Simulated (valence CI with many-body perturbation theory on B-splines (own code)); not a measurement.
## Level structure of Pr⁵³⁺

Computed by configuration interaction combined with many-body perturbation theory (CI+MBPT): four valence electrons over a frozen Dirac-Fock core [He], radial functions for each j: 11 s, 11 p, 9 d, 7 f, 5 g, 2 h, 1 i, with the one-electron correlation potential Σ1, the two-electron term Σ2, the three-electron term Σ3, Breit, model QED; selected CI, second order for the rest (own B-spline code, finite nucleus).

The last digits are not significant, and no measured levels were compared; by estimate large intervals hold to a few tenths of a per cent, small ones and those within an open d or f shell to about a per cent. Among the levels kept, up to 270 cm⁻¹ of a level comes from second order outside the variational space, and about a tenth of that is noise between levels of different J, which matters for small intervals.

Levels 46 to 90 of 116, with energies above the lowest level, (2s^2 2p1/2^2) J=0. "Leading %" is the weight of the configuration and term that name the level; weights of strongly mixed levels are sums over their largest components and can fall short. In the jj column 3d3/2^4 stands for four electrons in 3d with j = 3/2.

```tsv
No.	Configuration	Term	J	E (× 10³ cm⁻¹)	Leading %	g	Second component	Leading jj
46	2s 2p2 3s	3P	1	55212	67	1.563	19 % 2s 2p2 3s 5P	2s 2p1/2 2p3/2 3s (97 %)
47	2s 2p2 3s	3D	3	55288	56	1.438	38 % 2s 2p2 3s 5P	2s 2p1/2 2p3/2 3s (93 %)
48	2s 2p2 3s	3P	2	55455	39	1.239	35 % 2s 2p2 3s 3D	2s 2p1/2 2p3/2 3s (96 %)
49	2s 2p2 3p	5P°	1	55570	39	1.884	31 % 2s 2p2 3p 5D°	2s 2p1/2 2p3/2 3p1/2 (99 %)
50	2s 2p2 3p	5D°	2	55645	47	1.358	19 % 2s 2p2 3p 3D°	2s 2p1/2 2p3/2 3p1/2 (99 %)
51	2s2 2p 3p	1P	1	55658	39	1.281	32 % 2s2 2p 3p 3S	2s^2 2p3/2 3p3/2 (76 %)
52	2s2 2p 3p	3D	3	55725	92	1.328		2s^2 2p3/2 3p3/2 (92 %)
53	2s 2p2 3s	3P	0	55767	86		9 % 2s2 2p 3p 1S	2s 2p1/2 2p3/2 3s (86 %)
54	2s 2p2 3s	1D	2	55811	33	1.226	22 % 2s2 2p 3p 3P	2s 2p1/2 2p3/2 3s (68 %)
55	2s 2p2 3s	3D	1	55825	46	1.009	45 % 2s 2p2 3s 3P	2s 2p1/2 2p3/2 3s (97 %)
56	2s 2p2 3p	3D°	3	55859	33	1.229	26 % 2s 2p2 3p 3F°	2s 2p1/2 2p3/2 3p1/2 (98 %)
57	2s 2p2 3s	1P	1	55863	29	1.373	21 % 2s 2p2 3s 3P	2s 2p1/2 2p3/2 3s (78 %)
58	2s2 2p 3p	3P	2	55949	40	1.277	24 % 2s2 2p 3p 1D	2s^2 2p3/2 3p3/2 (64 %)
59	2s 2p2 3p	3P°	2	56074	40	1.488	18 % 2s 2p2 3p 5S°	2s 2p1/2 2p3/2 3p1/2 (98 %)
60	2s2 2p 3p	1S	0	56094	58		28 % 2s2 2p 3p 3P	2s^2 2p3/2 3p3/2 (86 %)
61	2s2 2p 3d	3D°	2	56246	33	0.988	19 % 2s2 2p 3d 1D°	2s^2 2p3/2 3d3/2 (68 %)
62	2s 2p2 3p	3P°	0	56263	35		22 % 2s2 2p 3d 3P°	2s 2p1/2 2p3/2 3p1/2 (76 %)
63	2s 2p2 3p	3D°	1	56266	44	0.932	17 % 2s2 2p 3d 3P°	2s 2p1/2 2p3/2 3p1/2 (71 %)
64	2s2 2p 3d	3F°	3	56331	51	1.098	27 % 2s2 2p 3d 1F°	2s^2 2p3/2 3d3/2 (92 %)
65	2s 2p2 3p	3F°	2	56338	34	0.934	13 % 2s2 2p 3d 3D°	2s 2p1/2 2p3/2 3p1/2 (71 %)
66	2s2 2p 3d	3P°	1	56381	41	1.040	26 % 2s2 2p 3d 3D°	2s^2 2p3/2 3d3/2 (70 %)
67	2s2 2p 3d	3P°	0	56394	76		8 % 2s 2p2 3p 3P°	2s^2 2p3/2 3d3/2 (76 %)
68	2s2 2p 3d	3F°	4	56528	97	1.237		2s^2 2p3/2 3d5/2 (97 %)
69	2s 2p2 3p	3D°	1	56587	31	1.111	28 % 2s 2p2 3p 1P°	2s 2p1/2 2p3/2 3p1/2 (98 %)
70	2s2 2p 3d	3P°	2	56612	47	1.248	35 % 2s2 2p 3d 1D°	2s^2 2p3/2 3d5/2 (95 %)
71	2s2 2p 3d	3D°	3	56723	54	1.195	39 % 2s2 2p 3d 1F°	2s^2 2p3/2 3d5/2 (89 %)
72	2s2 2p 3d	1P°	1	56794	60	1.094	22 % 2s2 2p 3d 3P°	2s^2 2p3/2 3d5/2 (93 %)
73	2s 2p2 3p	5D°	3	56802	48	1.486	32 % 2s 2p2 3p 5P°	2s 2p1/2 2p3/2 3p3/2 (95 %)
74	2s 2p2 3p	5P°	1	56860	27	1.587	22 % 2s 2p2 3p 3D°	2s 2p1/2 2p3/2 3p3/2 (94 %)
75	2s 2p2 3p	3D°	2	56952	45	1.453	18 % 2s 2p2 3p 5S°	2s 2p1/2 2p3/2 3p3/2 (97 %)
76	2s 2p2 3p	3P°	0	57048	82		13 % 2s 2p2 3p 5D°	2s 2p1/2 2p3/2 3p3/2 (99 %)
77	2s 2p2 3p	3F°	4	57078	58	1.333	41 % 2s 2p2 3p 5D°	2s 2p1/2 2p3/2 3p3/2 (98 %)
78	2s 2p2 3p	3P°	2	57115	44	1.362	21 % 2s 2p2 3p 1D°	2s 2p1/2 2p3/2 3p3/2 (90 %)
79	2s 2p2 3p	1P°	1	57180	35	1.130	16 % 2s 2p2 3p 3P°	2s 2p1/2 2p3/2 3p3/2 (85 %)
80	2s 2p2 3p	3D°	3	57242	51	1.288	26 % 2s 2p2 3p 1F°	2s 2p1/2 2p3/2 3p3/2 (98 %)
81	2s 2p2 3d	5F	2	57310	45	1.168	17 % 2s 2p2 3d 3P	2s 2p1/2 2p3/2 3d3/2 (99 %)
82	2s 2p2 3d	5D	1	57323	50	1.191	21 % 2s 2p2 3d 5F	2s 2p1/2 2p3/2 3d3/2 (99 %)
83	2s 2p2 3d	5D	0	57328	84		15 % 2s 2p2 3d 3P	2s 2p1/2 2p3/2 3d3/2 (99 %)
84	2s 2p2 3d	5F	3	57375	55	1.195	13 % 2s 2p2 3d 3F	2s 2p1/2 2p3/2 3d3/2 (94 %)
85	2p3 3s	3P°	2	57420	23	1.437	13 % 2p3 3s 5S°	2p1/2^2 2p3/2 3s (50 %)
86	2p3 3s	1P°	1	57539	16	1.281	15 % 2p3 3s 3D°	2p1/2^2 2p3/2 3s (54 %)
87	2s 2p2 3d	5F	4	57570	58	1.246	26 % 2s 2p2 3d 3G	2s 2p1/2 2p3/2 3d3/2 (50 %)
88	2s 2p2 3p	3D°	3	57579	43	1.166	37 % 2s 2p2 3p 3F°	2s 2p1/2 2p3/2 3p3/2 (99 %)
89	2s 2p2 3d	5D	4	57629	44	1.309	36 % 2s 2p2 3d 3F	2s 2p1/2 2p3/2 3d5/2 (57 %)
90	2s 2p2 3p	3D°	2	57630	28	1.323	21 % 2s 2p2 3p 1D°	2s 2p1/2 2p3/2 3p3/2 (78 %)
```
